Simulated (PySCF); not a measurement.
Stationary points of ZrSI₂

Method: B3LYP/[Zr def2-SVP with ECP28, S def2-SVP, I def2-SVP with ECP28], scalar-relativistic core potentials, density fitting, no spin–orbit coupling, PySCF.

Relaxations began from a few typed shapes. The search is not exhaustive: other isomers or separated fragments can lie lower, and high-lying points may rest on an excited occupation.

Task: Which is the lowest minimum found?
A. singlet C2v: Zr–I 2.746 Å (×2), Zr–S 2.201 Å; I–Zr–I 127.9°, I–Zr–S 116.0° (×2)
B. singlet Cs: Zr–I 2.737 Å (×2), Zr–S 2.200 Å; I–Zr–I 120.0°, I–Zr–S 113.1° (×2)
C. singlet C2v: Zr–I 2.746 Å (×2), Zr–S 2.201 Å; I–Zr–I 128.2°, I–Zr–S 115.9° (×2)
D. singlet C2v: Zr–I 2.746 Å (×2), Zr–S 2.201 Å; I–Zr–I 128.4°, I–Zr–S 115.8° (×2)

Result: B. The others lie at 1.3 (singlet C2v, a saddle point), 1.5 (singlet C2v, a saddle point), 1.7 (singlet C2v, a saddle point) kJ/mol above it.

Formally Zr is in oxidation state +4, d0. The polar-tensor charge on Zr, 1.61, is far below the formal one.
